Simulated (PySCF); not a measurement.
A structure optimised at PBE-D3(BJ)/def2-SVP, used in a PySCF frequency run:

```xyz
5

Ga     0.0029     0.7597     0.0000
F      1.4684     1.7327     0.0000
F     -1.5032     1.6725     0.0000
Se     0.0489    -1.5483     0.0000
H     -1.4383    -1.5547     0.0000
```
Charge 0, spin multiplicity 1.

Problem. Write its SMILES, formula and point group.

Solution. [F][Ga]([F])[SeH], F2GaHSe, Cs

Problem. What are its rotational constants (standard atomic weights)?

Solution. 5.8689, 1.4778, 1.1805 GHz
